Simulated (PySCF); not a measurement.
Match the calculated data to a structure.

All candidates are C8H12.

| technique | computed result |
| --- | --- |
| Rotational structure | rotational constants A, B, C: 2.742, 1.482, 1.180 GHz [GFN2-xTB] |
| 1H NMR | chemical shifts (computed TMS as zero) by class: 6.80 (1 H), 6.38 (1 H), 5.98 (1 H), 5.73 (1 H), 5.50 (1 H), 5.49 (1 H), 5.24 (1 H), 2.06 (2 H), 0.96 (3 H) ppm [GIAO PBE0/pcSseg-1] |
| Dipole | 0.41 D [PBE0/pcSseg-1] |
| 13C NMR | chemical shifts (computed TMS as zero) by class: 154.3 (1 C), 147.2 (1 C), 145.4 (1 C), 133.9 (1 C), 124.5 (1 C), 124.1 (1 C), 27.5 (1 C), 16.3 (1 C) ppm [GIAO PBE0/pcSseg-1] |

The electronic properties come from PySCF, for the isolated species, density fitting. Levels stand in brackets. One conformer (not necessarily the lowest) at the GFN2-xTB geometry, without solvent, vibrations or thermal averaging. GFN2-xTB frequencies show an imaginary mode (25i cm⁻¹), so this geometry is no minimum at that level. Each NMR value is the plain mean over a class of atoms that symmetry, rotation or inversion makes alike.

**Question.** Which candidate is it?
A. `C=C1C=C1C(C)(C)C`
B. `CC1=CCC=C[C@H]1C`
C. `C=CC(=C)/C=C\CC`

**Answer.** C. It is `C=CC(=C)/C=C\CC`. Numbering: `[CH2:1]=[CH:2][C:3](=[CH2:4])/[CH:5]=[CH:6]\[CH2:7][CH3:8]`. Its formula, C8H12, gives 3 degrees of unsaturation: 0 rings and 3 π bonds in the structure found. 8 carbons fall into 8 classes; from least to most shielded: fully substituted alkene carbon [C3] (154.3 ppm), alkene CH carbon [C2] (147.2 ppm), alkene CH carbon [C6] (145.4 ppm), alkene CH carbon [C5] (133.9 ppm), terminal =CH2 carbon [C1] (124.5 ppm), terminal =CH2 carbon [C4] (124.1 ppm), allylic carbon [C7] (27.5 ppm), methyl carbon [C8] (16.3 ppm). Hydrogen classes from least to most shielded: 1 H on an alkene CH carbon, C2 (6.80 ppm), 1 H on an alkene CH carbon, C5 (6.38 ppm), 1 H on an alkene CH carbon, C6 (5.98 ppm), 1 H on a terminal =CH2 carbon, C1 (5.73 ppm), 1 H on a terminal =CH2 carbon, C1 (5.50 ppm), 1 H on a terminal =CH2 carbon, C4 (5.49 ppm), 1 H on a terminal =CH2 carbon, C4 (5.24 ppm), 2 H on an allylic carbon, C7 (2.06 ppm), 3 H on a methyl carbon, C8 (0.96 ppm). The optimised geometry has point group C1 and is an asymmetric top.

The others, at the same levels:
- `CC1=CCC=C[C@H]1C` fails: its computed 13C shifts are 146.4 (1 C), 140.1 (1 C), 132.1 (1 C), 126.7 (1 C), 39.6 (1 C), 31.7 (1 C), 25.0 (1 C), 22.6 (1 C) ppm, 1H shifts are 6.20 (1 H), 6.05 (1 H), 5.79 (1 H), 2.90 (1 H), 2.72 (1 H), 2.50 (1 H), 1.90 (3 H), 1.06 (3 H) ppm and smallest rotational constant is 1.422 GHz (against 1.180 GHz).
- `C=C1C=C1C(C)(C)C` fails: it has 6 carbon classes against 8; its computed 13C shifts are 162.2 (1 C), 129.4 (1 C), 127.1 (1 C), 62.3 (1 C), 34.2 (1 C), 28.9 (3 C) ppm, 1H shifts are 7.58 (1 H), 3.94 (1 H), 3.85 (1 H), 1.29 (9 H) ppm and rotational constant A is 3.351 GHz (against 2.742 GHz).

Each candidate is one conformer, not necessarily the lowest. Dipoles, sizes and rotational constants follow the conformer. The torsions of the flexible species, by atom-mapped SMILES:
- `[CH2:1]=[CH:2][C:3](=[CH2:4])/[CH:5]=[CH:6]\[CH2:7][CH3:8]`: C1–C2–C3–C4 -176°, C2–C3–C5–C6 82°, C5–C6–C7–C8 -121°
- `[CH2:1]=[C:2]1[CH:3]=[C:4]1[C:5]([CH3:6])([CH3:7])[CH3:8]`: C3–C4–C5–C6 121°
